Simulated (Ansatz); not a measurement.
Reaction (substitution at a C–Si bond): `N=C[Si](N)(O)S` + CH₃OH → `COC=N` + `N[SiH](O)S`

Program: Ansatz. Geometries: PBE0-D4/def2-TZVP. ΔE: electronic, gas phase. CCSD(T)/CBS adds triple-zeta CCSD(T) − MP2 to the extrapolated MP2 energy (def2 sets, frozen cores). This one scheme is used for every species. Each species was taken in one conformer, which may not be the lowest.

`N=C[Si](N)(O)S`:

```xyz
12

N     1.152   -1.820   -0.284
C     0.699   -0.780   -0.860
Si   -0.354    0.359    0.219
N     0.275    1.935    0.133
O    -0.355   -0.422    1.657
S    -2.344    0.579   -0.507
H     1.700   -2.414   -0.910
H     0.890   -0.569   -1.922
H     1.254    2.113    0.287
H    -0.293    2.721    0.405
H     0.172   -1.233    1.581
H    -2.795   -0.469    0.201
```

CH₃OH:

```xyz
6

C    -0.261    0.241    0.021
O     0.787   -0.579    0.484
H    -0.633    0.801    0.879
H    -1.095   -0.340   -0.393
H     0.074    0.961   -0.736
H     1.129   -1.084   -0.256
```

`COC=N`:

Cartesian coordinates in Å:
```
C -0.798 0.619 0.804
O -0.146 -0.641 0.695
C 0.616 -0.804 -0.384
N 0.768 0.083 -1.267
H -1.368 0.579 1.730
H -0.066 1.428 0.836
H -1.458 0.784 -0.049
H 1.066 -1.800 -0.367
H 1.387 -0.248 -1.999
```

`N[SiH](O)S`:

```xyz
9

N    -0.992    0.668    0.791
Si    0.153   -0.329    0.036
O     1.646   -0.196    0.712
S     0.409    0.264   -2.002
H    -1.435    0.381    1.649
H    -0.941    1.670    0.707
H    -0.348   -1.721    0.143
H     2.362   -0.693    0.311
H    -0.852   -0.045   -2.348
```

```json
{"species": "`N=C[Si](N)(O)S`", "SCS-MP2/def2-QZVPP energy (Eh)": "-913.03632"}
{"species": "CH₃OH", "SCS-MP2/def2-QZVPP energy (Eh)": "-115.56242"}
{"species": "`COC=N`", "SCS-MP2/def2-QZVPP energy (Eh)": "-208.85967"}
{"species": "`N[SiH](O)S`", "SCS-MP2/def2-QZVPP energy (Eh)": "-819.74098"}
```

Task: Work out ΔE.

Result: ΔE = (-208.85967) + (-819.74098) − (-913.03632) − (-115.56242) = -0.00191 Eh = -5.0 kJ/mol. CCSD(T)/CBS gives -1.3 kJ/mol.

Largest T1 diagnostic among the species: 0.014.

The D4 term adds +6.5 kJ/mol with B3LYP and +3.9 kJ/mol with PBE0; it sums over pairs of atoms, weighted by their polarisabilities, and B3LYP, whose exchange is more repulsive, gets the larger term. In def2-TZVPP, CCSD(T) changes the Hartree–Fock value by +16.0 kJ/mol (the triples alone add +0.6 kJ/mol) and MP2 by +14.7 kJ/mol.

B3LYP here is the variant with VWN-RPA as its local correlation; programs differ in this.
